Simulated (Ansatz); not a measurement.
Ansatz (a first-principles code) input (CCSD(T)/6-31G*):

Ansatz 0.2 input:
```yaml
crystal:
  periodic: [false, false, false]
  atoms:
    - {symbol: C, position_ang: [-2.42378440, 0.00527456, 0.16041090]}
    - {symbol: C, position_ang: [-1.07798555, 0.30311103, 0.19688414]}
    - {symbol: C, position_ang: [0.02692804, -0.53967825, 0.33311347]}
    - {symbol: Cl, position_ang: [1.62681265, 0.10845838, -0.28493447]}
    - {symbol: H, position_ang: [-3.16491006, 0.78839470, 0.26682218]}
    - {symbol: H, position_ang: [-2.78352010, -1.01914476, 0.18235962]}
    - {symbol: H, position_ang: [-0.82792627, 1.36565531, 0.17773636]}
    - {symbol: H, position_ang: [-0.03040735, -1.59094188, 0.07451663]}
basis:
  gaussian:
    orbitals: 6-31G*
total_charge: -1
magnetization: {spin_polarized: false}
correlation: {method: ccsd_t, electrons: outside_noble_gas}
```

Output:

```
Functional definition: HF
integrals: 0.05 GiB planned
727 factors; integrals over basis functions are off by at most 1.6e-3 eV
mean field: 0.20 GiB planned
mean field evaluation 1: about -15653.4070 eV, gradient 2.3e1 eV
mean field evaluation 2: about -15653.4155 eV, gradient 2.3e1 eV
mean field evaluation 4: about -15655.2205 eV, gradient 3.7e0 eV
mean field evaluation 8: about -15655.2783 eV, gradient 1.1e-1 eV
mean field evaluation 16: about -15655.2651 eV, gradient 7.9e-1 eV
mean field -15655.27839150 eV, -575.3208693588 hartree, gradient 2.6e-6 eV, S^2 0.000000; 0 other end points of the search recorded, 0 dependent functions left out
8 core orbitals not correlated
reference -15655.27839150 eV, -575.3208693588 hartree; 12, 12 occupied and 52, 52 virtual orbitals, 727 factors
second order -14.08955199 eV of doubles, -0.00000000 eV of singles
coupled cluster: 0.18 GiB planned
cycle   1  -14.65967131 eV  change   -5.7e-1 eV  update   9.7e-2
cycle   2  -15.07191857 eV  change   -4.1e-1 eV  update   2.9e-2
cycle   3  -15.17096932 eV  change   -9.9e-2 eV  update   1.6e-2
cycle   4  -15.16873859 eV  change    2.2e-3 eV  update   5.0e-3
cycle   5  -15.16770398 eV  change    1.0e-3 eV  update   2.2e-3
cycle   6  -15.16719871 eV  change    5.1e-4 eV  update   7.4e-4
cycle   7  -15.16702196 eV  change    1.8e-4 eV  update   3.4e-4
cycle   8  -15.16711464 eV  change   -9.3e-5 eV  update   1.4e-4
cycle   9  -15.16711770 eV  change   -3.1e-6 eV  update   5.1e-5
cycle  10  -15.16710484 eV  change    1.3e-5 eV  update   2.3e-5
perturbative correction -0.54787676 eV, -0.0201340997 hartree
Total energy: -15670.99337310 eV, -575.8983842806 hartree
```

It need not be the lowest isomer of its formula. Whether it binds its extra electron was not tested at this geometry.
